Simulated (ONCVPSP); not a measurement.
# osmium: one change to an ONCV potential, before and after

```json
{
  "Element": "Os (Z = 76)",
  "Generator": "ONCVPSP 4.0.1",
  "Type": "optimised norm-conserving Vanderbilt (ONCV)",
  "Functional": "LDA (Perdew-Wang 92)",
  "Relativity": "scalar-relativistic",
  "Frozen core": "[Kr] 4d10 4f14 5s2",
  "Valence charge": "14",
  "Reference configuration": "5p6 5d6 6s2",
  "Partial waves": "6s: rc 1.95 bohr, ncon 3, nbas 6, qcut 2.7 1/bohr, 3 projectors, debl 2.5 Ha; 5p: rc 1.10 bohr, ncon 3, nbas 6, qcut 7.2 1/bohr, 1 projector; 5d: rc 1.50 bohr, ncon 4, nbas 7, qcut 6.5 1/bohr, 2 projectors, debl 2.7 Ha",
  "Local potential": "polynomial inside 0.85 bohr (lpopt 5, dvloc0 6 Ha)",
  "Core correction": "polynomial model core, fcfact 0.45"
}
```

Change: all radii but the core radius scaled by about 1.14 (s 2.22, p 1.26, d 1.70 bohr); local potential polynomial inside 0.96 bohr (lpopt 5, dvloc0 6 Ha).

Cutoffs: the cutoffs (Ha) at which the residual kinetic energy of the hardest occupied pseudo-wave falls to 1 and 0.1 mHa per electron; they do not see the model core or the augmentation charge, which bear on the density cutoff. Errors are all-electron minus pseudo energies relative to the spin-unpolarised reference configuration.

Problem. Predict the effect on cutoff, ghosts and configuration errors.

Solution. The potential gets softer (76 Ha and 127 Ha → 28 Ha and 77 Ha); both files keep a bound ghost (s); the lowest positive-energy flag moves from p at 59.5 eV to s at 169.3 eV; of the 4 tests that both files solve, the error grows in 0 and shrinks in 2 by more than 15 % and 0.3 meV (median size 25.1 → 24.9 meV). A larger radius leaves more room for a smooth pseudo-wave, so fewer plane waves are needed.

```csv
quantity,base,changed
"cutoff, loose",76 Ha,28 Ha
"cutoff, tight",127 Ha,77 Ha
loose cutoff by channel,"s 7.2 Ha, p 76 Ha, d 16 Ha","s 4.1 Ha, p 28 Ha, d 17 Ha"
bound ghosts,s,s
GHOST(+) flags under 300 eV,"p at 59.5 eV, s at 268.2 eV",s at 169.3 eV
"error for 5p6 5d6 6s1, meV [ΔE 9.86 eV]",-10,-9.9
"error for 5p6 5d6 6s0, meV [ΔE 27.13 eV]",-40,-40
"error for 5p6 5d5 6s0, meV [ΔE 56.29 eV]",-8.2,+1.4
"error for 5p6 5d6 6s0 6p1, meV [ΔE 16.10 eV]",+153,+101
"rms error of d²Exc/dni dnj with the model core, mHa",0.52,0.43
```

 A true bound ghost makes a file unfit for plane-wave use even where its test errors are small: the radial tests pick states by their node count and pass the ghost by.
